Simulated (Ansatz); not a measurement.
A nudged elastic band was laid between two geometries of ClH₄NSi₂ (8 atoms, charge 0, multiplicity 1).

Theory: RKS PBE0/def2-SVP (Ansatz 0.2.0).

- movable images: 7
- climbing image: yes
- spring: 5.0 eV/Å²
- optimiser: quadratic models (default)
- start path: IDPP
- force threshold: 0.03 eV/Å
- iteration limit: 23
- end points: relaxed

Initial state:

```xyz
8
Properties=species:S:1:pos:R:3
N -0.507 1.894 -1.281
Si -0.675 0.427 -0.671
Si 0.600 -0.856 0.833
Cl -2.324 -0.639 -1.273
H 0.285 2.483 -1.030
H 0.718 -0.090 2.109
H 1.958 -1.045 0.243
H -0.055 -2.174 1.070
```

Final state:

```xyz
8
Properties=species:S:1:pos:R:3
N 0.066 1.904 -0.909
Si -0.547 0.467 -0.603
Si 0.594 -0.937 0.870
Cl -2.284 -0.386 -1.347
H -0.321 2.613 -1.527
H 0.704 -0.247 2.188
H 1.952 -1.201 0.313
H -0.164 -2.214 1.015
```

Task: Which bonds break or form, and what moves?

Result: No bond is made or broken. The dihedral H5–N1–Si2–Cl4 changes from -180 to 0° by way of a nearly straight angle H5–N1–Si2 (up to 179°), not by a turn about the bond.

Task: Give the energies along the band, and the barrier.

Result: The run converged. The highest image is number 3 of 0 to 8, 1.8 kcal/mol above the first end and 5.0 kcal/mol above the last; the last end lies 3.3 kcal/mol below the first. A vibrational analysis at the climbing image gives 2 clearly imaginary modes (403i, 66i cm⁻¹): a point of higher order, so a lower path passes nearby.

```tsv
image	path coordinate (Å)	energy (kcal/mol)	angle H5–N1–Si2 (°)
0	0.00	0.0	121
1	0.18	0.2	128
2	0.37	1.0	143
3	0.55	1.8	163
4	0.72	1.2	179
5	0.89	-0.5	161
6	1.06	-2.2	145
7	1.23	-3.1	133
8	1.40	-3.3	127
```

Task: What is the geometry of the highest image?

Result: 
```xyz
8
Properties=species:S:1:pos:R:3
N -0.296 1.872 -1.130
Si -0.621 0.434 -0.637
Si 0.571 -0.927 0.849
Cl -2.308 -0.565 -1.291
H 0.152 2.757 -1.264
H 0.692 -0.193 2.144
H 1.932 -1.146 0.275
H -0.123 -2.231 1.053
```

Run time: 6.6 min on 1 CPU thread of a shared host.
